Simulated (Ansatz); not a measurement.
Basis-set extrapolation for `C[SiH](C)[SiH3]` (PBE0-D4/def2-TZVP geometry, frozen core, Ansatz). Multiplicity 1, RHF reference.

```json
{"": "HF", "def2-TZVPP": "-659.488648", "def2-QZVPP": "-659.510491"}
{"": "MP2 correlation", "def2-TZVPP": "-0.617786", "def2-QZVPP": "-0.658628"}
{"": "CCSD(T) correlation", "def2-TZVPP": "-0.710884", "def2-QZVPP": "not run"}
```

Energies in hartree. Use E(X) = E(∞) + A·exp(−7.88·√X) for Hartree–Fock and E(X) = E(∞) + B·X^(−2.97) for correlation, with X = 3 and 4, and add CCSD(T) minus MP2 of the smaller set to the MP2 limit.

Q: What is the CCSD(T) energy at the basis-set limit?

A: HF limit: -659.510491 + (-0.021843) × 0.13774 = -659.51350. MP2 limit: -0.658628 + (-0.040842) × 0.74074 = -0.68888. Higher-order term: -0.710884 − (-0.617786) = -0.09310. Total: -660.29548 hartree, 60.2 kcal/mol below CCSD(T)/def2-TZVPP.
